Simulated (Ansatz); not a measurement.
```xyz
16

H     0.7028    0.9202   -1.3113
H     0.8622    0.5432   -1.9061
H     0.2101    2.0855    0.5271
H     0.3695    1.7086   -0.0676
H     1.6094   -0.6836   -0.0518
H     1.7688   -1.0606   -0.6465
H     1.1167    0.4817    1.7867
H     1.2761    0.1047    1.1920
H    -1.2761   -0.1047   -1.1920
H    -1.1167   -0.4817   -1.7867
H    -1.7688    1.0606    0.6465
H    -1.6094    0.6836    0.0518
H    -0.3695   -1.7086    0.0676
H    -0.2101   -2.0855   -0.5271
H    -0.8622   -0.5432    1.9061
H    -0.7028   -0.9202    1.3113
```

Basis set: 6-31G* (spherical functions). All electrons are correlated. Charge 0, multiplicity 1.

Computed with Ansatz (development build ahead of 0.2.0); each method stands on the lowest determinant of its kind that the runs found. Restricted open shells among the atoms or ions are ROHF, correlated in semicanonical orbitals with singles.

Q: Give the atomization energy at this shape (free ground-state atoms in the same class of orbitals less the molecule, no zero-point energy) of singlet H₁₆ by RHF-MP2, RHF.

A:

```tsv
method	atomization energy
RHF-MP2	30.12 eV
RHF	26.23 eV
```

Caution: the shape is not the minimum.
